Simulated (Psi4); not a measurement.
Psi4 input (wB97X-D/6-31G*):

```
memory 1500 MB

molecule {
0 2
F     1.90424900   -0.74134600    0.38562900
Si    1.02145600    0.57823900    0.64948700
O    -0.35862200    0.46895000   -0.20227900
Si   -1.71574700   -0.36433400   -0.62799200
H     1.79961400    1.73074300    0.11043900
H    -1.37996700   -1.35429800   -1.67318300
H    -2.26899300   -1.05762900    0.55683300
H    -2.69983900    0.60701800   -1.14745000
symmetry c1
no_reorient
no_com
}

set {
  basis 6-31G*
  reference uks
  scf_type pk
  dft_radial_points 99
  dft_spherical_points 590
  e_convergence 1e-8
  d_convergence 1e-7
  maxiter 150
}

e = energy('wb97x-d')
print_out(f'\nFINAL {e:.10f} DIPOLE {variable("CURRENT DIPOLE")[0]:.6f} {variable("CURRENT DIPOLE")[1]:.6f} {variable("CURRENT DIPOLE")[2]:.6f}\n')
```

Output:

```
   => Loading Basis Set <=

    Name: 6-31G*
    Role: ORBITAL
    Keyword: BASIS
    atoms 1    entry F          line   162 file 6-31gs.gbs
    atoms 2, 4 entry SI         line   268 file 6-31gs.gbs
    atoms 3    entry O          line   145 file 6-31gs.gbs
    atoms 5-8  entry H          line    44 file 6-31gs.gbs

   => WB97X-D: Empirical Dispersion <=

    Chai and Head-Gordon Dispersion Correction
    Chai, J.-D.; Head-Gordon, M. (2010), J. Chem. Phys., 132: 6615-6620

        s6 =       1.000000

         ---------------------------------------------------------
                                   SCF
               by Justin Turney, Rob Parrish, Andy Simmonett
                          and Daniel G. A. Smith
                              UKS Reference
         ---------------------------------------------------------

  ==> Geometry <==

    Molecular point group: c1
    Full point group: C1

    Geometry (in Angstrom), charge = 0, multiplicity = 2:

       Center              X                  Y                   Z               Mass
    ------------   -----------------  -----------------  -----------------  -----------------
         F            1.904249000000    -0.741346000000     0.385629000000    18.998403162730
         SI           1.021456000000     0.578239000000     0.649487000000    27.976926534650
         O           -0.358622000000     0.468950000000    -0.202279000000    15.994914619570
         SI          -1.715747000000    -0.364334000000    -0.627992000000    27.976926534650
         H            1.799614000000     1.730743000000     0.110439000000     1.007825032230
         H           -1.379967000000    -1.354298000000    -1.673183000000     1.007825032230
         H           -2.268993000000    -1.057629000000     0.556833000000     1.007825032230
         H           -2.699839000000     0.607018000000    -1.147450000000     1.007825032230

  Running in c1 symmetry.

  Rotational constants: A =      0.42998  B =      0.07325  C =      0.06497 [cm^-1]
  Rotational constants: A =  12890.54712  B =   2196.10514  C =   1947.80418 [MHz]
  Nuclear repulsion =  219.110016674542294

  Charge       = 0
  Multiplicity = 2
  Electrons    = 49
  Nalpha       = 25
  Nbeta        = 24

  ==> Algorithm <==

  SCF Algorithm Type is PK.
  DIIS enabled.
  MOM disabled.
  Fractional occupation disabled.
  Guess Type is SAD.
  Energy threshold   = 1.00e-08
  Density threshold  = 1.00e-07
  Integral threshold = 1.00e-12

  ==> Primary Basis <==

  Basis Set: 6-31G*
    Blend: 6-31G*
    Number of shells: 36
    Number of basis functions: 76
    Number of Cartesian functions: 76
    Spherical Harmonics?: false
    Max angular momentum: 2

  ==> DFT Potential <==

   => LibXC <=

    Version 7.1.2
    S. Lehtola, C. Steigemann, M. J. T. Oliveira, and M. A. L. Marques,  SoftwareX 7, 1–5 (2018) (10.1016/j.softx.2017.11.002)

   => Composite Functional: WB97X-D <=

    wB97X-D Hyb-GGA Exchange-Correlation Functional

    J.-D. Chai and M. Head-Gordon,  Phys. Chem. Chem. Phys. 10, 6615–6620 (2008) (10.1039/B810189B)

    Deriv               =              1
    GGA                 =           TRUE
    Meta                =          FALSE

    Exchange Hybrid     =           TRUE
    MP2 Hybrid          =          FALSE

   => Exchange-Correlation Functionals <=

    1.0000   wB97X-D range-separated functional

   => Exact (HF) Exchange <=

    0.7780            HF,LR [omega = 0.2000]
    0.2220               HF

   => LibXC Density Thresholds  <==

    XC_HYB_GGA_XC_WB97X_D:  1.00E-14

   => Molecular Quadrature <=

    Radial Scheme          =       TREUTLER
    Pruning Scheme         =           NONE
    Nuclear Scheme         =       TREUTLER

    Blocking Scheme        =         OCTREE
    BS radius alpha        =              1
    Pruning alpha          =              1
    Radial Points          =             99
    Spherical Points       =            590
    Total Points           =         444524
    Total Blocks           =           3159
    Max Points             =            256
    Max Functions          =             74
    Weights Tolerance      =       1.00E-15

  ==> Integral Setup <==

  Using in-core PK algorithm.
   Calculation information:
      Number of atoms:                   8
      Number of AO shells:              36
      Number of primitives:            100
      Number of atomic orbitals:        76
      Number of basis functions:        76

      Integral cutoff                 1.00e-12
      Number of threads:                 1

  Performing in-core PK
  Using 12846603 doubles for integral storage.
  We computed 191562 shell quartets total.
  Whereas there are 222111 unique shell quartets.

  Computing range-separated integrals for PK
  We computed 191562 wK shell quartets total.
  Whereas there are 222111 wK unique shell quartets.

  ==> DiskJK: Disk-Based J/K Matrices <==

    J tasked:                  Yes
    K tasked:                  Yes
    wK tasked:                 Yes
    Omega:               2.000E-01
    Schwarz Cutoff:          1E-12


  Cached 100.0% of DFT collocation blocks in 0.753 [GiB].

  Minimum eigenvalue in the overlap matrix is 7.0731645072E-03.
  Reciprocal condition number of the overlap matrix is 1.1859526920E-03.
    Using symmetric orthogonalization.

  ==> Pre-Iterations <==

  SCF Guess: Superposition of Atomic Densities via on-the-fly atomic UHF (no occupation information).

   -------------------------
    Irrep   Nso     Nmo
   -------------------------
     A         76      76
   -------------------------
    Total      76      76
   -------------------------

  ==> Iterations <==

                        Total Energy        Delta E     RMS |[F,P]|

   @UKS iter SAD:  -755.55634292731986   -7.55556e+02   0.00000e+00
   @UKS iter   1:  -756.26918933009870   -7.12846e-01   8.73040e-03 ADIIS/DIIS
   @UKS iter   2:  -756.18137969707141    8.78096e-02   1.10114e-02 ADIIS/DIIS
   @UKS iter   3:  -756.43054850831129   -2.49169e-01   6.07700e-04 ADIIS/DIIS
   @UKS iter   4:  -756.43112989965516   -5.81391e-04   4.79592e-04 ADIIS/DIIS
   @UKS iter   5:  -756.43159026074773   -4.60361e-04   5.10989e-05 DIIS
   @UKS iter   6:  -756.43160911746043   -1.88567e-05   1.33884e-05 DIIS
   @UKS iter   7:  -756.43161135796174   -2.24050e-06   4.24786e-06 DIIS
   @UKS iter   8:  -756.43161162453555   -2.66574e-07   1.28231e-06 DIIS
   @UKS iter   9:  -756.43161164972253   -2.51870e-08   3.64282e-07 DIIS
   @UKS iter  10:  -756.43161165136064   -1.63811e-09   1.00403e-07 DIIS
   @UKS iter  11:  -756.43161165146216   -1.01522e-10   3.19778e-08 DIIS
  Energy and wave function converged.

  ==> Post-Iterations <==

   Electrons on quadrature grid:
      Nalpha   =   24.9999995995 ; deviation = -4.005e-07
      Nbeta    =   23.9999996508 ; deviation = -3.492e-07
      Ntotal   =   48.9999992503 ; deviation = -7.497e-07

   @Spin Contamination Metric:   1.647608586E-03
   @S^2 Expected:                7.500000000E-01
   @S^2 Observed:                7.516476086E-01
   @S   Expected:                5.000000000E-01
   @S   Observed:                5.000000000E-01

    Orbital Energies [Eh]
    ---------------------

    Alpha Occupied:

       1A    -66.343373     2A    -66.311812     3A    -24.813285
       4A    -19.290028     5A     -5.451318     6A     -5.425834
       7A     -3.797587     8A     -3.796871     9A     -3.794027
      10A     -3.772286    11A     -3.769204    12A     -3.769102
      13A     -1.279481    14A     -1.110437    15A     -0.697657
      16A     -0.613085    17A     -0.554148    18A     -0.541086
      19A     -0.527628    20A     -0.494081    21A     -0.481822
      22A     -0.469409    23A     -0.418630    24A     -0.410040
      25A     -0.291131

    Alpha Virtual:

      26A      0.079273    27A      0.109797    28A      0.146691
      29A      0.156391    30A      0.157147    31A      0.193781
      32A      0.220936    33A      0.244609    34A      0.298566
      35A      0.307543    36A      0.316426    37A      0.330129
      38A      0.397249    39A      0.413309    40A      0.490480
      41A      0.636472    42A      0.665508    43A      0.677863
      44A      0.685035    45A      0.712165    46A      0.748644
      47A      0.762369    48A      0.822904    49A      0.935901
      50A      1.057750    51A      1.152950    52A      1.178792
      53A      1.188182    54A      1.230663    55A      1.239414
      56A      1.242108    57A      1.314806    58A      1.369182
      59A      1.394606    60A      1.408004    61A      1.579461
      62A      1.701532    63A      1.870367    64A      1.883270
      65A      1.935015    66A      1.939708    67A      1.991870
      68A      2.099953    69A      2.208748    70A      2.475593
      71A      2.764920    72A      2.942671    73A      2.984341
      74A      3.024162    75A      3.747764    76A      4.177319

    Beta Occupied:

       1A    -66.340393     2A    -66.311815     3A    -24.811009
       4A    -19.287744     5A     -5.447887     6A     -5.425841
       7A     -3.794799     8A     -3.792359     9A     -3.789368
      10A     -3.772299    11A     -3.769197    12A     -3.769108
      13A     -1.273846    14A     -1.104294    15A     -0.690883
      16A     -0.604167    17A     -0.549594    18A     -0.534002
      19A     -0.514682    20A     -0.485516    21A     -0.479929
      22A     -0.454136    23A     -0.411787    24A     -0.408251

    Beta Virtual:

      25A     -0.034838    26A      0.082477    27A      0.120469
      28A      0.155738    29A      0.157113    30A      0.159666
      31A      0.197537    32A      0.228438    33A      0.247419
      34A      0.304862    35A      0.314822    36A      0.317211
      37A      0.337588    38A      0.403005    39A      0.422018
      40A      0.500807    41A      0.646394    42A      0.672420
      43A      0.696556    44A      0.699185    45A      0.734056
      46A      0.753127    47A      0.773245    48A      0.845426
      49A      0.939188    50A      1.067278    51A      1.160787
      52A      1.187872    53A      1.194671    54A      1.234369
      55A      1.240899    56A      1.244429    57A      1.317926
      58A      1.370739    59A      1.398198    60A      1.411866
      61A      1.581991    62A      1.702775    63A      1.873959
      64A      1.886787    65A      1.937135    66A      1.941913
      67A      1.996820    68A      2.105512    69A      2.214294
      70A      2.478629    71A      2.769989    72A      2.948900
      73A      2.990279    74A      3.037753    75A      3.751269
      76A      4.178814

    Final Occupation by Irrep:
              A
    DOCC [    24 ]
    SOCC [     1 ]
    NA   [    25 ]
    NB   [    24 ]

  @UKS Final Energy:  -756.43161165146216

   => Energetics <=

    Nuclear Repulsion Energy =            219.1100166745422939
    One-Electron Energy =               -1484.3110557816114579
    Two-Electron Energy =                 553.5932543896212792
    DFT Exchange-Correlation Energy =     -44.8215065759952722
    Empirical Dispersion Energy =          -0.0023203580190530
    VV10 Nonlocal Energy =                  0.0000000000000000
    Total Energy =                       -756.4316116514621626

  UHF NO Occupations:
  HONO-2 :   23  A 1.9998628
  HONO-1 :   24  A 1.9994262
  HONO-0 :   25  A 1.0000000
  LUNO+0 :   26  A 0.0005738
  LUNO+1 :   27  A 0.0001372
  LUNO+2 :   28  A 0.0000532
  LUNO+3 :   29  A 0.0000275

Computation Completed

Properties will be evaluated at   0.000000,   0.000000,   0.000000 [a0]

Properties computed using the SCF density matrix

 Multipole Moments:

 ------------------------------------------------------------------------------------
     Multipole            Electronic (a.u.)      Nuclear  (a.u.)        Total (a.u.)
 ------------------------------------------------------------------------------------

 L = 1.  Multiply by 2.5417464519 to convert [e a0] to [Debye]
 Dipole X            :         -0.4230643            0.0000113           -0.4230530
 Dipole Y            :          0.1962520           -0.0000189            0.1962331
 Dipole Z            :          0.0680231           -0.0000038            0.0680193
 Magnitude           :                                                    0.4712832

 ------------------------------------------------------------------------------------

FINAL -756.4316116515 DIPOLE -0.423053 0.196233 0.068019

*** Psi4 exiting successfully. Buy a developer a beer!
```

The geometry given is a B3LYP-D3(BJ)/def2-TZVP minimum.
